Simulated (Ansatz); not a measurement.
Start from `O[SiH](O)[O][GeH3]` and change one atom or group to get `CO[SiH2]O[SiH](O)O`.

Ansatz, PBE0-D4/def2-TZVP geometries, multiplicity 1. Each molecule was computed in one conformer, which needn't be the lowest.

Scalar relativity is left out up to krypton.

```tsv
property	`O[SiH](O)[O][GeH3]`
HOMO–LUMO gap (PBE/def2-TZVPP) / eV	6.48
LUMO energy (ωB97M-V/def2-TZVPP) / eV	1.85
HOMO energy (B3LYP/def2-TZVPP) / eV	-8.51
LUMO energy (PBE/def2-TZVPP) / eV	-0.73
size of the dipole moment (B3LYP/def2-TZVPP) / D	2.08
HOMO–LUMO gap (PBE0/def2-TZVPP) / eV	8.86
```

(1) What does the change do to each property? (Estimate.)

## Answers

(1) Ansatz gave: 
```csv
property,`CO[SiH2]O[SiH](O)O`,shift
HOMO–LUMO gap (PBE/def2-TZVPP) / eV,6.52,0.04
LUMO energy (ωB97M-V/def2-TZVPP) / eV,1.98,0.13
HOMO energy (B3LYP/def2-TZVPP) / eV,-8.34,0.17
LUMO energy (PBE/def2-TZVPP) / eV,-0.51,0.22
size of the dipole moment (B3LYP/def2-TZVPP) / D,3.58,1.50
HOMO–LUMO gap (PBE0/def2-TZVPP) / eV,8.89,0.03
```

Dipoles are sizes alone; their direction can turn.

B3LYP here is the variant with VWN-RPA as its local correlation; programs differ in this.
